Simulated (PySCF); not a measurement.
# Cd⁺ (cadmium, charge +1) across methods

[Kr] 4d10 5s1, 2S determinant. Calculation: PySCF 2.14, in x2c-QZVPPall (13s8p7d4f2g, 118 functions); the spin-free X2C one-electron Hamiltonian (Gaussian nucleus).

```
method  E (hartree)  mean ε 4d α (eV)  mean ε 4d β (eV)  mean ε 5s α (eV)  Σ⟨r²⟩ (bohr²)   ⟨S²⟩
   M06     -5593.80           -22.790           -22.686           -14.210          38.07  0.750
  PBE0     -5593.37           -22.756           -22.527           -14.190          38.17  0.751
   LDA     -5588.04           -20.829           -20.603           -13.799          38.21  0.751
   PBE     -5593.30           -20.606           -20.355           -13.464          38.29  0.751
r2SCAN     -5593.71           -21.009           -20.738           -13.704          38.06  0.752
 M06-L     -5593.61           -20.809           -20.605           -13.015          37.83  0.751
   UHF  -5591.11869           -28.228           -28.072           -15.718          38.47  0.751
M06-2X     -5594.19           -25.081           -24.872           -14.729          38.35  0.751
```
